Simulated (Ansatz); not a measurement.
Coupled-cluster diagnostics for Hg₂O₂ (the lowest singlet isomer of a short search), Ansatz.

Geometry of the singlet (PBE0-D4/def2-TZVP):

```xyz
4

Hg   -1.701    0.365   -1.161
Hg    1.701   -0.365    1.161
O     0.361    0.626   -0.333
O    -0.362   -0.626    0.333
```

In the def2 sets Hg takes a core potential; there is no spin–orbit coupling. Correlated methods freeze 2 core orbitals; core or outer-core shells of Hg are correlated, in sets that lack core-valence functions. The geometry of the singlet was relaxed on an unsound state (restricted singlet, unstable towards broken spin symmetry). At PBE0-D4/def2-TZVP a triplet of charge 0 lies 4.00 eV below the restricted singlet, each at its own geometry. The structure comes from a short search, and lower isomers may exist.

**Question.** Estimate the CCSD(T) correlation energy, the shares of MP2 and (T), T1 and the reference's ⟨S²⟩ for: charge 0, singlet, own geometry in def2-TZVP; and the rough time on 4 threads of AMD EPYC 9R45 on a shared host.

**Answer.** 
```
                          state      basis  correlation (eV)  MP2 share (%)  (T) share (%)     T1  ⟨S²⟩ (pure)  wall time                                                            remarks
charge 0, singlet, own geometry  def2-TZVP           -38.284          102.5            4.6  0.024  0.00 (0.00)       46 s  flagged by the program, large T1 (0.024), restricted SCF unstable
```
Customary marks for T1 are 0.02 (closed shells), 0.045 (open shells) and about 0.05 (3d metals). T1 exceeds 0.02 in 1 of 1 rows and 0.045 in 0; the higher it lies, the less the single-reference result can be trusted.
